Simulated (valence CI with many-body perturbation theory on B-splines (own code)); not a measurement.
## E1 line list for Sn+

Calculated by configuration interaction combined with many-body perturbation theory (CI+MBPT): three valence electrons over a frozen Dirac-Fock core [Kr] 4d10, a basis of 11 s, 11 p, 10 d, 8 f, 5 g, 2 h functions for each j, with the one-electron correlation potential Σ1 (screened to all orders), the two-electron term Σ2, the three-electron term Σ3, Breit, model QED; selected single and double excitations, second order for the rest, scaled by the run's own slope (own B-spline code, finite nucleus).

Against 15 measured levels this calculation errs by 136 cm⁻¹ on average and by 391 at most. These come from a selection out of the NIST Handbook of Basic Atomic Spectroscopic Data. Levels without a partner in it may be off by more.

Lines 201 to 228 of 228 in falling wavelength, among levels below 108414 cm⁻¹, chosen from the strongest by gf and those to the six lowest levels. Wavelengths and rates use the calculated energies, so an error of 100 cm⁻¹ moves a line at 1488 Å by 0.15 % and its rate by three times that or more. Electric multipoles are in the length gauge, E1 and E2 with the static RPA response of the core. Weak lines are less certain than strong ones. Lines between different terms over intervals too small for the method are left out, as are lines whose strength nearly cancels. The highest levels of a list are the least certain.

Names give the largest LS component (configuration and term), which can be under half, so a name can repeat, a term be missing and a line seem to break the LS rules; names also repeat where a configuration has a term twice.

| λ vac (Å) | λ from measured levels | Upper | Lower | A (s⁻¹) | S (a.u.) with core polarisation | S without |
| --- | --- | --- | --- | --- | --- | --- |
| 1667 |  | 5s2 9p 2P°_1/2 | 5s 5p2 4P_1/2 | 1.77e+05 | 8.10e-04 | 7.71e-04 |
| 1664 |  | 5s2 9p 2P°_3/2 | 5s 5p2 4P_1/2 | 4.02e+05 | 3.66e-03 | 3.54e-03 |
| 1488 | 1489 | 5s2 5d 2D_3/2 | 5s2 5p 2P°_3/2 | 1.67e+08 | 1.09e+00 | 1.19e+00 |
| 1474 | 1475 | 5s2 5d 2D_5/2 | 5s2 5p 2P°_3/2 | 2.04e+09 | 1.93e+01 | 2.23e+01 |
| 1400 | 1400 | 5s2 5d 2D_3/2 | 5s2 5p 2P°_1/2 | 2.13e+09 | 1.15e+01 | 1.34e+01 |
| 1397 |  | 5s 5p2 2S_1/2 | 5s2 5p 2P°_3/2 | 3.56e+06 | 9.58e-03 | 1.23e-02 |
| 1319 |  | 5s 5p2 2S_1/2 | 5s2 5p 2P°_1/2 | 1.99e+09 | 4.51e+00 | 5.76e+00 |
| 1312 |  | 5s 5p2 2P_1/2 | 5s2 5p 2P°_3/2 | 1.86e+09 | 4.15e+00 | 5.31e+00 |
| 1288 |  | 5s 5p2 2P_3/2 | 5s2 5p 2P°_3/2 | 3.10e+09 | 1.31e+01 | 1.66e+01 |
| 1243 |  | 5s 5p2 2P_1/2 | 5s2 5p 2P°_1/2 | 7.19e+08 | 1.36e+00 | 1.72e+00 |
| 1224 |  | 5s2 7s 2S_1/2 | 5s2 5p 2P°_3/2 | 2.84e+08 | 5.13e-01 | 5.15e-01 |
| 1221 |  | 5s 5p2 2P_3/2 | 5s2 5p 2P°_1/2 | 4.19e+08 | 1.50e+00 | 1.94e+00 |
| 1163 |  | 5s2 7s 2S_1/2 | 5s2 5p 2P°_1/2 | 8.43e+07 | 1.31e-01 | 1.19e-01 |
| 1163 | 1163 | 5s2 6d 2D_3/2 | 5s2 5p 2P°_3/2 | 1.35e+08 | 4.19e-01 | 5.09e-01 |
| 1161 | 1161 | 5s2 6d 2D_5/2 | 5s2 5p 2P°_3/2 | 5.44e+08 | 2.53e+00 | 3.04e+00 |
| 1108 | 1108 | 5s2 6d 2D_3/2 | 5s2 5p 2P°_1/2 | 4.69e+08 | 1.26e+00 | 1.51e+00 |
| 1065 |  | 5s2 8s 2S_1/2 | 5s2 5p 2P°_3/2 | 1.10e+08 | 1.31e-01 | 1.27e-01 |
| 1044 |  | 5s2 7d 2D_3/2 | 5s2 5p 2P°_3/2 | 3.81e+07 | 8.56e-02 | 1.07e-01 |
| 1044 |  | 5s2 7d 2D_5/2 | 5s2 5p 2P°_3/2 | 1.97e+08 | 6.63e-01 | 8.25e-01 |
| 1019 |  | 5s2 8s 2S_1/2 | 5s2 5p 2P°_1/2 | 4.80e+07 | 5.02e-02 | 4.66e-02 |
| 999.8 |  | 5s2 7d 2D_3/2 | 5s2 5p 2P°_1/2 | 1.80e+08 | 3.55e-01 | 4.41e-01 |
| 997.8 |  | 5s2 9s 2S_1/2 | 5s2 5p 2P°_3/2 | 5.77e+07 | 5.66e-02 | 5.47e-02 |
| 987.5 |  | 5s2 8d 2D_3/2 | 5s2 5p 2P°_3/2 | 1.73e+07 | 3.29e-02 | 4.19e-02 |
| 987.2 |  | 5s2 8d 2D_5/2 | 5s2 5p 2P°_3/2 | 9.47e+07 | 2.70e-01 | 3.44e-01 |
| 962.2 |  | 5s2 10s 2S_1/2 | 5s2 5p 2P°_3/2 | 3.19e+07 | 2.80e-02 | 2.70e-02 |
| 957.3 |  | 5s2 9s 2S_1/2 | 5s2 5p 2P°_1/2 | 2.64e+07 | 2.28e-02 | 2.12e-02 |
| 947.8 |  | 5s2 8d 2D_3/2 | 5s2 5p 2P°_1/2 | 8.80e+07 | 1.48e-01 | 1.87e-01 |
| 924.5 |  | 5s2 10s 2S_1/2 | 5s2 5p 2P°_1/2 | 1.48e+07 | 1.15e-02 | 1.07e-02 |
